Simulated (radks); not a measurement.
Results of a calculation; reference values are marked as such.
Problem. The thulium ion Tm3+, 66 electrons, occupied as [Xe] 4f11 6s1 (not the ground configuration). Code: a radial shooting solver on a logarithmic mesh with Libxc functionals. Model: scalar-relativistic Kohn-Sham, r2SCAN, spin-polarised, spherical densities, finite nucleus; open shells are filled with parallel spins first (spin-orbit coupling, left out, can overturn this in heavy ions); meta-GGA in the generalised Kohn-Sham scheme; Fermi nuclear charge, rms radius 5.2256 fm. Some entries of the table are withheld. Estimate them.

orbital  occ.  eigenvalue (eV)  <r> (bohr)  <1/r> (bohr^-1)
1s up       1        -59403.73     0.02001            79.07
1s down     1        -59403.71     0.02001            79.07
2s up       1        -10084.13     0.08486            18.44
2s down     1        -10084.12     0.08486            18.44
2p up       3        -8905.896     0.07542            16.97
2p down     3        -8905.869     0.07542            16.97
3s up       1        -2312.969      0.2207            6.815
3s down     1        -2311.065      0.2206            6.818
3p up       3        -1954.421      0.2202            6.348
3p down     3        -1952.513      0.2201            6.352
3d up       5        -1511.039      0.2000            6.005
3d down     5        -1509.572      0.1998            6.009
4s up       1        -499.1903      0.4970            2.874
4s down     1        -495.2917      0.4971            2.873
4p up       3        -380.4973      0.5267            2.631
4p down     3        -376.6408      0.5269            2.629
4d up       5        -222.1072      0.5677            2.331
4d down     5        -218.2671      0.5683            2.328
5s up       1         -93.7485       1.182            1.124
5s down     1         -92.1476       1.194            1.109
5p up       3         -64.1903         (1)              (2)
5p down     3         -63.0587         (3)              (4)
4f up       7         -48.2522      0.7078            1.809
4f down     4         -44.6670      0.7189            1.792
6s up       1         -27.0862         (5)           0.4482
6s down     0         -24.0901         (6)           0.4421

Solution. 
(1) 5p up <r> (bohr): 1.364
(2) 5p up <1/r> (bohr^-1): 0.9584
(3) 5p down <r> (bohr): 1.371
(4) 5p down <1/r> (bohr^-1): 0.9490
(5) 6s up <r> (bohr): 2.834
(6) 6s down <r> (bohr): 2.914
